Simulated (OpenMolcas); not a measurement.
A ladder of methods for As4 (SMILES [As]12[As]3[As]1[As]23)

As4 has 4 atoms, charge 0, and is taken as a singlet. SMILES: `[As]12[As]3[As]1[As]23`. The shape is that of a PBE0-D4/def2-TZVP optimisation.

Quantity: the HOMO–LUMO gap, in eV. The values are calculated.

```csv
level,kind,program,value (eV)
HF/cc-pVDZ,Hartree–Fock,OpenMolcas,11.02
SVWN5/cc-pVDZ,LDA,OpenMolcas,4.36
revPBE/cc-pVDZ,GGA,OpenMolcas,4.40
M06-L/cc-pVDZ,meta-GGA,OpenMolcas,4.78
B3LYP/cc-pVDZ,global hybrid,OpenMolcas,5.65
M06-2X/cc-pVDZ,hybrid meta-GGA,OpenMolcas,7.63
PBE0/cc-pVDZ,global hybrid,OpenMolcas,6.05
B2PLYP/cc-pVDZ,double hybrid,OpenMolcas,7.85
```

All-electron rows without a relativistic Hamiltonian named are non-relativistic. The values span 4.36 to 11.02 eV. Orbital gaps aren't excitation energies, and those of double hybrids come from the SCF part alone; they tend to grow with the share of exact exchange.
